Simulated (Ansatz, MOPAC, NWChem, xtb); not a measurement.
CH5Ge (SMILES [CH3][GeH2]): the dipole moment, rung by rung

The species is CH5Ge (7 atoms), meant as a doublet with charge 0. As SMILES, `[CH3][GeH2]`. Geometry: relaxed at PBE0-D4/def2-TZVP.

Each level gives the dipole moment (D). The values are calculated.

| level | kind | program | value (D) | CPU time |
| --- | --- | --- | --- | --- |
| AM1 | semi-empirical | MOPAC | 0.14 | under 2 s |
| PM3 | semi-empirical | MOPAC | 0.43 | under 2 s |
| PM7 | semi-empirical | MOPAC | 0.67 | under 2 s |
| GFN0-xTB | semi-empirical | xtb | 1.70 | under 2 s |
| UHF/STO-3G | Hartree–Fock | NWChem | 0.49 | 3.7 s |
| UHF/3-21G | Hartree–Fock | NWChem | 0.67 | 5.1 s |
| UHF/def2-SVP | Hartree–Fock | Ansatz | 0.74 | 3.3 s |
| UPBE/def2-SVP | GGA | Ansatz | 0.91 | 7.8 s |
| UPBE0/STO-3G | global hybrid | NWChem | 0.17 | 18 s |
| UPBE0/6-31G | global hybrid | Ansatz | 0.87 | 7.4 s |

All-electron rows without a relativistic Hamiltonian named are non-relativistic. The values span 0.14 to 1.70 D. Magnitudes only: a small dipole may point the other way at some levels. Sets without polarisation functions give poor dipoles. CPU times are rough (shared hosts, several kinds of processor): they show what a rung costs within a factor of a few.
